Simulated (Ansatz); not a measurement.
The first iterations of a band of BH$_{9}$SSi$_{3}$ (14 atoms, charge 0, multiplicity 1).

The calculation used Ansatz, RHF/def2-SVP.

```json
{"movable images": "5", "climbing image": "yes", "spring": "5.0 eV/Å²", "optimiser": "fire", "start path": "through a guess of the saddle point", "force threshold": "0.03 eV/Å", "iteration limit": "60", "end points": "relaxed", "largest step": "0.5 Å"}
```

Initial state:

```xyz
14
Properties=species:S:1:pos:R:3
B -2.619 0.734 -0.543
Si -1.526 -0.929 -0.972
Si 0.349 -0.994 0.504
Si 1.882 0.750 0.033
S 3.583 0.718 1.375
H -3.552 0.693 0.208
H -2.312 1.801 -0.995
H -0.992 -0.898 -2.360
H -2.300 -2.186 -0.800
H 1.047 -2.298 0.380
H -0.112 -0.841 1.910
H 2.466 0.588 -1.317
H 1.185 2.059 0.092
H 2.887 0.772 2.514
```

Final state:

```xyz
14
Properties=species:S:1:pos:R:3
B -2.607 0.741 -0.560
Si -1.533 -0.941 -0.961
Si 0.354 -0.993 0.499
Si 1.874 0.765 0.037
S 3.582 0.717 1.369
H -2.306 1.793 -1.052
H -3.524 0.729 0.212
H -1.013 -0.947 -2.354
H -2.316 -2.186 -0.751
H 1.063 -2.290 0.365
H -0.099 -0.851 1.910
H 2.450 0.627 -1.319
H 1.171 2.069 0.120
H 2.890 0.735 2.513
```

| iteration | highest image above the first end (eV) | largest band force component (eV/Å) |
| --- | --- | --- |
| 1 | 2.761 | 10.440 |
| 2 | 1.170 | 6.028 |
| 3 | 0.923 | 4.383 |
| 4 | 0.650 | 1.951 |
| 5 | 0.507 | 2.155 |
| 6 | 0.439 | 2.419 |
| 7 | 0.378 | 1.996 |
| 8 | 0.309 | 1.343 |
| 9 | 0.290 | 0.824 |
| 10 | 0.269 | 1.500 |
| 11 | 0.265 | 1.271 |
| 12 | 0.257 | 0.865 |
| 13 | 0.246 | 0.555 |
| 14 | 0.233 | 0.600 |
| 15 | 0.217 | 0.616 |
| 16 | 0.201 | 0.508 |
| 17 | 0.183 | 0.308 |

Problem. Does the band converge within its limit, and where does its top end?

Solution. The forces met the threshold. It ended after 52 iterations with the highest image 0.059 eV above the first end. The order of the stationary point at the top wasn't checked.

Run time: 9.4 min on 2 threads of Arm Neoverse V1, with other jobs on the host, peak memory 0.31 GiB.
